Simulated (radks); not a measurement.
Ionisation of the praseodymium ion Pr+, [Xe] 4f3 6s1, to [Xe] 4f3 as the strength of local exchange is varied. Calculated with a radial shooting solver on a logarithmic mesh with Libxc functionals: scalar-relativistic Kohn-Sham, Slater X-alpha exchange (alpha = 2/3 is LDA exchange), no correlation, spin-polarised, spherical densities, finite nucleus; open shells are filled with parallel spins first (spin-orbit coupling, left out, can overturn this in heavy ions); Fermi nuclear charge, rms radius 4.8919 fm.

alpha  E(Pr+) (hartree)  exchange (hartree)  IE (eV)  -e of the level emptied (eV)  <r> of it (bohr)
0.62         -9210.0283           -188.6394   10.209                    7.826 (6s)             4.117
0.667        -9224.3858           -203.2625   10.445                    8.077 (6s)             4.074
0.681        -9228.6669           -207.6268   10.516                    8.153 (6s)             4.061
0.752        -9250.4092           -229.8189   10.888                    8.553 (6s)             3.997
0.949        -9311.0052           -291.9119   11.983                    9.741 (6s)             3.823
0.979        -9320.2675           -301.4343   12.157                    9.931 (6s)             3.797
1.017        -9332.0127           -313.5213   12.379                   10.175 (6s)             3.766
1.029        -9335.7247           -317.3441   12.450                   10.253 (6s)             3.756

NIST Atomic Spectra Database: 10.63 eV (semi-empirical). The Delta-SCF value meets it near alpha = 0.70. Open shells are spherical and high-spin; term and fine-structure splittings are not resolved. Spin-orbit splitting is averaged out at the scalar-relativistic level.
